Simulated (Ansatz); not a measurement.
Basis-set series for BBrFH₃OSi (`OB(F)[SiH2]Br`). Total charge 0; spin multiplicity 1. The geometry is a stationary point of PBE0-D4/def2-TZVP. It is one conformer, not always the lowest.

```xyz
8

O     0.605   -1.375   -1.209
B     0.092   -0.140   -1.092
F    -0.150    0.531   -2.210
Si   -0.313    0.704    0.717
Br    0.280   -0.847    2.228
H     0.754   -1.801   -0.357
H     0.483    1.924    0.997
H    -1.751    1.002    0.927
```

| functional | basis | functions | energy (Eh) | HOMO (eV) | LUMO (eV) |
| --- | --- | --- | --- | --- | --- |
| PBE0-D4 | def2-TZVPP | 225 | -3064.99991 | -8.42 | -0.98 |
| PBE0-D4 | def2-QZVPP | 420 | -3065.07320 | -8.43 | -1.02 |
| ωB97M-V | def2-TZVPP | 225 | -3065.40252 | -10.57 | 1.01 |
| ωB97M-V | def2-QZVPP | 420 | -3065.47260 | -10.58 | 0.89 |

Q: Give the rows for def2-SVP. (Best estimate.)

A: Computed: 
```csv
functional,basis,functions,energy (Eh),HOMO (eV),LUMO (eV)
PBE0-D4,def2-SVP,107,-3064.34318,-8.32,-0.79
ωB97M-V,def2-SVP,107,-3064.74208,-10.44,1.28
```

Positive LUMOs are unbound and depend on the basis. Scalar relativity is left out up to krypton.
